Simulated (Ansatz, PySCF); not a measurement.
Ways to break one bond of CCCC[C@H](C)Cl:

A. CCCC[C@H](C)Cl [(2S)-2-chlorohexane] -> C[CH]CC[C@H](C)Cl + H atom
B. CCCC[C@H](C)Cl [(2S)-2-chlorohexane] → CCC[CH][C@H](C)Cl + H atom
C. CCCC[C@H](C)Cl [(2S)-2-chlorohexane] → [CH2]CCC[C@H](C)Cl + H atom

Quantity: bond dissociation energy (enthalpy at 298 K, with B3LYP-D3(BJ) rigid-rotor harmonic-oscillator terms from PySCF), kcal/mol. Each molecule is optimised on its own at B3LYP-D3(BJ)/def2-TZVP (Ansatz, a quantum-chemistry and plane-wave program), one conformer each, not searched for the lowest. Valence correlation only, unless marked. UHF or UKS for open shells. No spin-orbit coupling. No relativistic terms. CBS marks a two-point X^-3 extrapolation of the correlation energy; Hartree-Fock from the larger set. [CCSD(T)-MP2]/basis is that difference in the basis named.

```tsv
	revPBE/def2-TZVPD (Ansatz)	PBE0/def2-SVP (Ansatz)	CAM-B3LYP-D4/def2-TZVPD (Ansatz + dftd4)	RI-MP2/CBS(cc-pV(T+d)Z,cc-pV(Q+d)Z)+[CCSD(T)-MP2]/cc-pV(T+d)Z (Ansatz)
A	90.8	93.4	96.0	…
B	88.4	93.2	95.3	…
C	95.1	97.6	99.5	…
```

Some entries are withheld; supply them.


- A, RI-MP2/CBS(cc-pV(T+d)Z,cc-pV(Q+d)Z)+[CCSD(T)-MP2]/cc-pV(T+d)Z (Ansatz): 99.4
- B, RI-MP2/CBS(cc-pV(T+d)Z,cc-pV(Q+d)Z)+[CCSD(T)-MP2]/cc-pV(T+d)Z (Ansatz): 99.2
- C, RI-MP2/CBS(cc-pV(T+d)Z,cc-pV(Q+d)Z)+[CCSD(T)-MP2]/cc-pV(T+d)Z (Ansatz): 102.0
